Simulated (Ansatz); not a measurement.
A relaxation, step by step

GaH2SF, singlet, PBE0-D4/def2-TZVP (Ansatz 0.2.0). Settings:

```yaml
hamiltonian: {xc: pbe0, dispersion: d4}
relax: {f_tol: 0.005, max_steps: 200}
```

Start, a step off a saddle point along its unstable mode:

Ga1  (-0.849, -0.001, -0.299)
F2  (1.189, 0.615, 0.538)
S3  (0.069, -1.816, -0.326)
H4  (1.241, -0.126, 0.413)
H5  (-1.651, 1.329, -0.326)
(Å)

| step | energy less the last (meV) | largest force component (eV/Å) |
| --- | --- | --- |
| 1 | 1686.0 | 20.699 |
| 2 | 32.2 | 0.408 |
| 3 | 13.2 | 0.292 |
| 4 | 3.1 | 0.342 |
| 5 | 1.4 | 0.109 |
| 6 | 0.6 | 0.039 |
| 7 | 0.2 | 0.041 |
| 8 | 0.2 | 0.024 |
| 9 | 0.0 | 0.007 |
| 10 | 0.0 | 0.003 |

Step 4, positions (Å) and forces (eV/Å):

```
atom       x       y       z      Fx      Fy      Fz
 Ga1  -0.867  -0.005  -0.307  -0.027   0.108   0.011
  F2   1.207   0.735   0.567  -0.052   0.340   0.047
  S3   0.023  -1.832  -0.345   0.038  -0.104  -0.007
  H4   1.301  -0.201   0.420   0.047  -0.342  -0.049
  H5  -1.663   1.303  -0.335  -0.007  -0.002  -0.003
```

Step 5, positions (Å) and forces (eV/Å):

| atom | x | y | z | Fx | Fy | Fz |
| --- | --- | --- | --- | --- | --- | --- |
| Ga1 | -0.866 | -0.004 | -0.306 | 0.011 | 0.050 | 0.013 |
| F2 | 1.204 | 0.738 | 0.567 | -0.035 | 0.087 | 0.005 |
| S3 | 0.023 | -1.834 | -0.346 | 0.025 | -0.032 | 0.003 |
| H4 | 1.302 | -0.204 | 0.420 | 0.009 | -0.109 | -0.018 |
| H5 | -1.663 | 1.304 | -0.335 | -0.010 | 0.003 | -0.003 |

Step 9, positions (Å) and forces (eV/Å):

| atom | x | y | z | Fx | Fy | Fz |
| --- | --- | --- | --- | --- | --- | --- |
| Ga1 | -0.848 | 0.009 | -0.297 | -0.006 | -0.002 | -0.003 |
| F2 | 1.185 | 0.731 | 0.559 | -0.002 | 0.002 | -0.001 |
| S3 | 0.039 | -1.827 | -0.338 | 0.002 | 0.002 | 0.001 |
| H4 | 1.288 | -0.219 | 0.411 | 0.000 | -0.002 | 0.000 |
| H5 | -1.664 | 1.306 | -0.335 | 0.007 | -0.001 | 0.003 |

Last step (10):

Ga1  (-0.848, 0.009, -0.297)
F2  (1.183, 0.731, 0.558)
S3  (0.040, -1.827, -0.338)
H4  (1.287, -0.218, 0.411)
H5  (-1.663, 1.306, -0.334)
(Å)

The run took about 26 s on 2 CPU threads (shared host).
